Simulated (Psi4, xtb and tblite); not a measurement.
Two geometries of triphenylborane, C18H15B, SMILES c1(B(c2ccccc2)c2ccccc2)ccccc1, singlet, relaxed at GFN2-xTB with one dihedral held; other torsions can differ between them too.

Structure A

```
34

C     -3.6190    -2.3376     0.4755
C     -2.5309    -2.8000    -0.2462
C     -1.3926    -2.0240    -0.3584
C     -1.3158    -0.7525     0.2176
B     -0.0155     0.1000     0.0557
C      1.3421    -0.6367     0.2983
C      2.3743    -0.6180    -0.6445
C      3.5539    -1.3095    -0.4370
C      3.7430    -2.0260     0.7328
C      2.7350    -2.0618     1.6822
C      1.5487    -1.3886     1.4585
C     -0.0605     1.5709    -0.4577
C     -1.2678     2.1961    -0.7975
C     -1.3150     3.5205    -1.1890
C     -0.1523     4.2721    -1.2390
C      1.0544     3.6877    -0.8902
C      1.0952     2.3633    -0.4981
C     -2.4259    -0.3109     0.9437
C     -3.5584    -1.0930     1.0794
H     -4.5062    -2.9466     0.5725
H     -2.5676    -3.7740    -0.7133
H     -0.5447    -2.3981    -0.9153
H      2.2348    -0.0722    -1.5676
H      4.3315    -1.2862    -1.1877
H      4.6681    -2.5585     0.9009
H      2.8725    -2.6253     2.5943
H      0.7636    -1.4310     2.2009
H     -2.1807     1.6184    -0.7811
H     -2.2608     3.9725    -1.4527
H     -0.1869     5.3083    -1.5437
H      1.9638     4.2713    -0.9174
H      2.0406     1.9291    -0.2066
H     -2.3866     0.6538     1.4313
H     -4.3988    -0.7301     1.6545
```

Structure B

```
34

C     -3.7200    -2.2830     0.4784
C     -3.6278    -0.9774     0.9322
C     -2.4607    -0.2605     0.7470
C     -1.3439    -0.8287     0.1235
B     -0.0268    -0.0173    -0.0716
C      1.3582    -0.7316    -0.0189
C      2.4412    -0.2710    -0.7765
C      3.6704    -0.9018    -0.7385
C      3.8593    -2.0050     0.0779
C      2.8079    -2.4748     0.8480
C      1.5754    -1.8516     0.7918
C     -0.0944     1.5266    -0.2860
C      0.8343     2.3835     0.3141
C      0.7598     3.7547     0.1548
C     -0.2393     4.3094    -0.6281
C     -1.1680     3.4830    -1.2395
C     -1.1016     2.1141    -1.0591
C     -1.4628    -2.1511    -0.3193
C     -2.6340    -2.8663    -0.1538
H     -4.6340    -2.8428     0.6154
H     -4.4720    -0.5172     1.4260
H     -2.3992     0.7582     1.1039
H      2.3041     0.5901    -1.4158
H      4.4872    -0.5308    -1.3415
H      4.8215    -2.4954     0.1148
H      2.9509    -3.3327     1.4899
H      0.7629    -2.2242     1.3999
H      1.6192     1.9598     0.9253
H      1.4851     4.3947     0.6373
H     -0.2946     5.3804    -0.7604
H     -1.9500     3.9101    -1.8515
H     -1.8332     1.4775    -1.5373
H     -0.6225    -2.6146    -0.8173
H     -2.7015    -3.8834    -0.5135
```

Problem. Which is lower in energy at the level Psi4 with B3LYP-D3(BJ)/def2-SVP // GFN2-xTB, and by how much?

Solution. B is lower, by 12.06 kJ/mol (dihedral C4–B5–C12–C13: 0° in A, 140° in B).

E(B) − E(A) in kJ/mol at the other levels, on the same two geometries: GFN2-xTB (xtb and tblite) -7.25; B3LYP/def2-SVP // GFN2-xTB (Psi4) -11.25; PBE/def2-SVP // GFN2-xTB (Psi4) -11.17; PBE-D3(BJ)/def2-SVP // GFN2-xTB (Psi4) -11.63.
